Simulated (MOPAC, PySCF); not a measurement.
BBr3, SMILES `BrB(Br)Br`, neutral singlet in the gas phase. 

Cartesian coordinates (Å):
SMILES: BrB(Br)Br
```xyz
4

Br     1.8358    -0.4706     0.0703
B      0.0000     0.0000    -0.0001
Br    -0.5106     1.8263    -0.0197
Br    -1.3252    -1.3557    -0.0505
```
Charge 0, multiplicity 1.

All levels are single points at this geometry (PBE0-D4/def2-TZVP); Pople sets use spherical d functions. Orbital energies aren't observables, and empty levels follow the basis.

HF/6-31G* in PySCF gives gap (eV) = 12.76.

**Question.** Estimate the gap (eV) from each of these levels: PBE0-D4/def2-TZVP in PySCF; B3LYP/6-311+G** (LANL2DZ on Br) in PySCF; B3LYP/6-31G* in PySCF; B3LYP/LANL2DZ in PySCF; BP86/6-31G* in PySCF; M06-2X/6-31G* in PySCF; HF/3-21G in PySCF; AM1 in MOPAC.

**Answer.** 
```csv
level,gap (eV)
PBE0-D4/def2-TZVP in PySCF,6.21
B3LYP/6-311+G** (LANL2DZ on Br) in PySCF,5.90
B3LYP/6-31G* in PySCF,5.79
B3LYP/LANL2DZ in PySCF,5.78
BP86/6-31G* in PySCF,4.11
M06-2X/6-31G* in PySCF,8.19
HF/3-21G in PySCF,12.56
AM1 in MOPAC,9.60
```
